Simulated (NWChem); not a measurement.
Everything below was run with NWChem. System: bicarbonate (CHO3 (-1)), charge -1, spin multiplicity 1, at a geometry optimised with PBE/def2-SVP. Level: MP2/aug-cc-pVDZ, 4 core orbitals frozen.

Output (cleaned and shortened):

```
             Northwest Computational Chemistry Package (NWChem) 7.3.0
             --------------------------------------------------------

                                NWChem Input Module
                                -------------------

 Scaling coordinates for geometry "geometry" by  1.889725989
 (inverse scale =  0.529177249)

 Turning off AUTOSYM since
 SYMMETRY directive was detected!

                             Geometry "geometry" -> ""
                             -------------------------

 Output coordinates in angstroms (scale by  1.889725989 to convert to a.u.)

  No.       Tag          Charge          X              Y              Z
 ---- ---------------- ---------- -------------- -------------- --------------
    1 O                    8.0000     0.60164600     1.14385600     0.00000000
    2 C                    6.0000    -0.04096900    -0.17084400     0.00000000
    3 O                    8.0000    -1.29932700    -0.10093000     0.00000000
    4 O                    8.0000     0.75341200    -1.12764600     0.00000000
    5 H                    1.0000    -0.20003000     1.70282800     0.00000000

 Effective nuclear repulsion energy (a.u.)     111.9160349469

            Nuclear Dipole moment (a.u.)
            ----------------------------
        X                 Y               Z
 ---------------- ---------------- ----------------
     0.0000075589     0.0000075589     0.0000000000

      Symmetry information
      --------------------

 Group name             Cs
 Group number              2
 Group order               2
 No. of unique centers     5

      Symmetry unique atoms

     1    2    3    4    5


 Summary of "ao basis" -> "" (spherical)
 ------------------------------------------------------------------------------
       Tag                 Description            Shells   Functions and Types
 ---------------- ------------------------------  ------  ---------------------
 *                        aug-cc-pvdz                 on all atoms

 Summary of "ao basis" -> "ao basis" (spherical)
 ------------------------------------------------------------------------------
       Tag                 Description            Shells   Functions and Types
 ---------------- ------------------------------  ------  ---------------------
 O                        aug-cc-pvdz                9       23   4s3p2d
 C                        aug-cc-pvdz                9       23   4s3p2d
 H                        aug-cc-pvdz                5        9   3s2p

                                 NWChem SCF Module
                                 -----------------

  ao basis        = "ao basis"
  functions       =   101
  atoms           =     5
  closed shells   =    16
  open shells     =     0
  charge          =  -1.00
  wavefunction    = RHF
  use symmetry    = T
  symmetry adapt  = T

 Summary of "ao basis" -> "ao basis" (spherical)
 ------------------------------------------------------------------------------
       Tag                 Description            Shells   Functions and Types
 ---------------- ------------------------------  ------  ---------------------
 O                        aug-cc-pvdz                9       23   4s3p2d
 C                        aug-cc-pvdz                9       23   4s3p2d
 H                        aug-cc-pvdz                5        9   3s2p

      Symmetry analysis of basis
      --------------------------

        a'         71
        a"         30

 Forming initial guess at       0.0s

      Superposition of Atomic Density Guess
      -------------------------------------

 Sum of atomic energies:        -262.46680065

 Renormalizing density from      31.00 to     32

      Non-variational initial energy
      ------------------------------

 Total energy =    -268.784153
 1-e energy   =    -601.097412
 2-e energy   =     220.397225
 HOMO         =      -0.027990
 LUMO         =       0.169783

      Symmetry analysis of molecular orbitals - initial
      -------------------------------------------------

  Numbering of irreducible representations:

     1 a'          2 a"

  Orbital symmetries:

     1 a'          2 a'          3 a'          4 a'          5 a'
     6 a'          7 a'          8 a'          9 a'         10 a'
[...]
    77      0.173356  4 O  px                51      0.172364  3 O  px

 Vector   15  Occ=2.000000D+00  E=-2.206021D-01  Symmetry=a'
              MO Center= -2.4D-01, -4.9D-01,  9.5D-17, r^2= 2.1D+00
   Bfn.  Coefficient  Atom+Function         Bfn.  Coefficient  Atom+Function
  ----- ------------  ---------------      ----- ------------  ---------------
    52      0.446929  3 O  py                74     -0.389371  4 O  px
    55      0.348543  3 O  py                77     -0.284141  4 O  px
    75     -0.211152  4 O  py                78     -0.175189  4 O  py

 Vector   16  Occ=2.000000D+00  E=-2.133435D-01  Symmetry=a"
              MO Center= -2.6D-01, -5.8D-01, -1.1D-17, r^2= 2.0D+00
   Bfn.  Coefficient  Atom+Function         Bfn.  Coefficient  Atom+Function
  ----- ------------  ---------------      ----- ------------  ---------------
    53      0.430428  3 O  pz                76     -0.429138  4 O  pz
    56      0.329273  3 O  pz                79     -0.322665  4 O  pz

 Vector   17  Occ=0.000000D+00  E= 1.579519D-01  Symmetry=a'
              MO Center= -6.0D-01,  3.3D+00, -2.7D-15, r^2= 1.1D+01
   Bfn.  Coefficient  Atom+Function         Bfn.  Coefficient  Atom+Function
  ----- ------------  ---------------      ----- ------------  ---------------
    27      3.995792  2 C  s                 95     -3.302275  5 H  s
    35      1.251925  2 C  py                50     -1.061511  3 O  s
    12      0.900941  1 O  py                 4     -0.578835  1 O  s
    26      0.542044  2 C  s                 94     -0.412423  5 H  s
    57     -0.338594  3 O  px                32      0.231590  2 C  py

 Vector   18  Occ=0.000000D+00  E= 2.362003D-01  Symmetry=a"
              MO Center= -9.2D-02, -1.9D-01,  9.7D-15, r^2= 1.4D+01
   Bfn.  Coefficient  Atom+Function         Bfn.  Coefficient  Atom+Function
  ----- ------------  ---------------      ----- ------------  ---------------
    36      2.569146  2 C  pz                82     -0.853718  4 O  pz
    59     -0.812626  3 O  pz                13     -0.660445  1 O  pz

 Vector   19  Occ=0.000000D+00  E= 2.363673D-01  Symmetry=a'
              MO Center= -1.0D+00, -6.5D-01,  1.1D-14, r^2= 1.5D+01
   Bfn.  Coefficient  Atom+Function         Bfn.  Coefficient  Atom+Function
  ----- ------------  ---------------      ----- ------------  ---------------
    50      2.890389  3 O  s                 34      2.384383  2 C  px
     4     -2.127858  1 O  s                 35      1.564728  2 C  py
    27     -1.178966  2 C  s                 26     -0.784235  2 C  s
    31      0.776826  2 C  px                80     -0.664909  4 O  px
    94      0.534904  5 H  s                 58     -0.460128  3 O  py

 center of mass
 --------------
 x =   0.00614047 y =  -0.05233210 z =   0.00000000

 moments of inertia (a.u.)
 ------------------
         159.467549058328           2.633877774568           0.000000000000
           2.633877774568         149.742686403196           0.000000000000
           0.000000000000           0.000000000000         309.210235461524

  Mulliken analysis of the total density
  --------------------------------------

    Atom       Charge   Shell Charges
 -----------   ------   -------------------------------------------------------
    1 O    8     8.72   2.00  0.83  0.97  0.12  2.79  1.84  0.14  0.01  0.01
    2 C    6     4.76   2.01  0.69  0.05 -0.06  1.76  0.04 -0.04  0.33 -0.02
    3 O    8     8.84   2.00  0.82  1.00  0.12  2.79  1.89  0.18  0.02  0.02
    4 O    8     8.82   2.00  0.82  1.01  0.13  2.80  1.85  0.17  0.02  0.02
    5 H    1     0.85   0.71  0.03  0.00  0.08  0.03

       Multipole analysis of the density wrt the origin
       ------------------------------------------------

     L   x y z        total         open         nuclear
     -   - - -        -----         ----         -------
     0   0 0 0     -1.000000      0.000000     31.000000

     1   1 0 0     -0.085099      0.000000      0.000008
     1   0 1 0      1.104703      0.000000      0.000008
     1   0 0 1     -0.000000      0.000000      0.000000

     2   2 0 0    -25.378602      0.000000     74.967169
     2   1 1 0     -0.407943      0.000000     -1.930437
     2   1 0 1     -0.000000      0.000000      0.000000
     2   0 2 0    -21.237215      0.000000     84.977691
     2   0 1 1     -0.000000      0.000000      0.000000
     2   0 0 2    -17.968680      0.000000      0.000000

                   NWChem MP2 Semi-direct Energy/Gradient Module
                   ---------------------------------------------

  Basis functions       =    101
  Molecular orbitals    =    101
  Frozen core           =      4
  Frozen virtuals       =      0
  Active alpha occupied =     12
  Active beta occupied  =     12
  Active alpha virtual  =     85
  Active beta virtual   =     85
  Use MO symmetry       = T
  Use skeleton AO sym   = T

  AO/Fock/Back tols     =   1.0D-09  1.0D-09  1.0D-09

 GA uses MA = F    GA memory limited = T

 Available:
  local mem=  1.26D+08
 global mem=  1.44D+08
 local disk=  0.00D+00
  mp2_memr nvloc                    85
  nvloc new                    85
   1 passes of  12:        3145728                      46820                  17881188.
   1 passes of  12: M    126153037           G      144158798           F     123007309.

 Semi-direct pass number   1 of   1  for RHF alpha+beta  at        2.2s
  vrange nnbf                  5151
  mp2_eaftype                    68  avail_ma_in_mb                  1099
 EAF : mp2_eaftype filesize          68    8940594.
  mp2_eaf for mointskh                     68
Node 0 wrote     42.0 Mb in      0.0 s     Agg I/O rate:  1608.3 Mb/s
 Done moints_semi at        4.4s
  mp2_eaftype                    68  avail_ma_in_mb                  1031
 EAF : mp2_eaftype filesize          68    8940594.
  mp2_eaf for kh                    68
 Done maket at        4.6s
 Done multipass loop at        4.6s

          -------------------------------------------
          SCF energy                -263.136129520305
          Correlation energy          -0.738975224255
          Singlet pairs               -0.429805822403
          Triplet pairs               -0.309169401852
          Total MP2 energy          -263.875104744559
          -------------------------------------------

          ---------------------------------------------------
                    Spin Component Scaled (SCS) MP2
          Same spin pairs                     -0.206112934568
          Same spin scaling factor             0.333333333333
          Opposite spin pairs                 -0.532862289687
          Opposite spin scaling fact.          1.200000000000
          SCS-MP2 correlation energy          -0.708139059147
          Total SCS-MP2 energy              -263.844268579451
          ---------------------------------------------------

 -----------------------
 Performance information
 -----------------------

 Timer overhead =  9.55D-08 seconds/call

               Nr. of calls         CPU time (s)                 Wall time (s)                GFlops
             ---------------    -------------------     ------------------------------   -------------------
Name         Min   Avg   Max    Min     Avg     Max     Min     Avg     Max   Mx/calls   Min     Max     Sum
mp2: moin     1     1     1    2.2     2.2     2.2      2.2     2.2     2.2     2.2      0.0     0.0     0.0
mp2: make     1     1     1   0.13    0.13    0.13     0.13    0.13    0.13    0.13      0.0     0.0     0.0
mp2: tota     1     1     1    2.4     2.4     2.4      2.4     2.4     2.4     2.4      0.0     0.0     0.0

 The average no. of pstat calls per process was 3.00D+00
 with a timing overhead of 2.86D-07s

 Task  times  cpu:        4.6s     wall:        4.6s

 Total times  cpu:        4.6s     wall:        4.6s
```

Write an NWChem input that would produce this output.

Several could match; the one computed here: 
```
start mol
memory heap 200 mb stack 900 mb global 1100 mb
charge -1
geometry units angstroms nocenter noautoz
  O      0.601646     1.143856     0.000000
  C     -0.040969    -0.170844     0.000000
  O     -1.299327    -0.100930     0.000000
  O      0.753412    -1.127646     0.000000
  H     -0.200030     1.702828     0.000000
  symmetry group Cs
end
basis spherical
  * library aug-cc-pvdz
end
scf
  rhf
  nopen 0
  maxiter 100
  thresh 1e-7
  semidirect memsize 60000000 filesize 0
end
mp2
  freeze core 4
end
task mp2 energy
```
